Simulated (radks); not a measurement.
Problem. Tb I, configuration [Xe] 4f9 6p2 (not the ground configuration). Method: non-relativistic Kohn-Sham, PBE, spin-polarised, spherical densities, point nucleus; open shells are filled with parallel spins first (spin-orbit coupling, left out, can overturn this in heavy ions); relativity is left out, which matters for an element this heavy; computed with a radial shooting solver on a logarithmic mesh with Libxc functionals. Some entries of the table are withheld. Estimate them.

| orbital | occ. | eigenvalue (hartree) | <r^2> (bohr^2) |
|---|---|---|---|
| 1s up | 1 | -1786.926 | 0.0007278 |
| 1s down | 1 | -1786.926 | 0.0007278 |
| 2s up | 1 | -285.3750 | 0.01155 |
| 2s down | 1 | -285.3725 | 0.01155 |
| 2p up | 3 | -271.7307 | 0.008588 |
| 2p down | 3 | -271.7291 | 0.008587 |
| 3s up | 1 | -63.00131 | 0.07458 |
| 3s down | 1 | -62.91528 | 0.07447 |
| 3p up | 3 | -56.89926 | 0.06973 |
| 3p down | 3 | -56.82097 | 0.06962 |
| 3d up | 5 | -45.52827 | 0.05556 |
| 3d down | 5 | -45.47203 | 0.05543 |
| 4s up | 1 | -12.29231 | 0.3756 |
| 4s down | 1 | -12.13329 | 0.3759 |
| 4p up | 3 | -9.89292 | 0.3963 |
| 4p down | 3 | -9.73434 | 0.3967 |
| 4d up | 5 | -5.60856 | 0.4526 |
| 4d down | 5 | -5.45102 | 0.4542 |
| 5s up | 1 | -1.61569 | 2.260 |
| 5s down | 1 | -1.54606 | 2.320 |
| 5p up | 3 | -0.98105 | (1) |
| 5p down | 3 | -0.92642 | (2) |
| 4f up | 7 | -0.37920 | (3) |
| 4f down | 2 | -0.23927 | (4) |
| 6p up | 2 | -0.09364 | 32.52 |

Solution. 
(1) 5p up <r^2> (bohr^2): 2.918
(2) 5p down <r^2> (bohr^2): 3.020
(3) 4f up <r^2> (bohr^2): 0.9310
(4) 4f down <r^2> (bohr^2): 1.054
